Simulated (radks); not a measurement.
Initial-state core-level shifts of neutral phosphorus when its valence configuration changes from [Ne] 3s2 3p3. All-electron calculation, scalar-relativistic Kohn-Sham, r2SCAN, spin-polarised, spherical densities, finite nucleus; open shells are filled with parallel spins first; meta-GGA in the generalised Kohn-Sham scheme; Fermi nuclear charge, rms radius 3.1889 fm. Program: a radial shooting solver on a logarithmic mesh with Libxc functionals. Shifts are changes of the shell-averaged eigenvalues in eV (positive: less bound); the change of the density at the nucleus, which sets a Mossbauer isomer shift, is in e/bohr^3, on a base of 2390.

| valence | 1s | 2s | 2p | density at nucleus |
|---|---|---|---|---|
| 3s1.5 3p3.5 | -0.916 | -0.884 | -0.882 | -3.3754 |
| 3s1 3p4 | -1.912 | -1.841 | -1.837 | -6.4913 |
| 3p5 | -4.038 | -3.817 | -3.823 | -13.6109 |
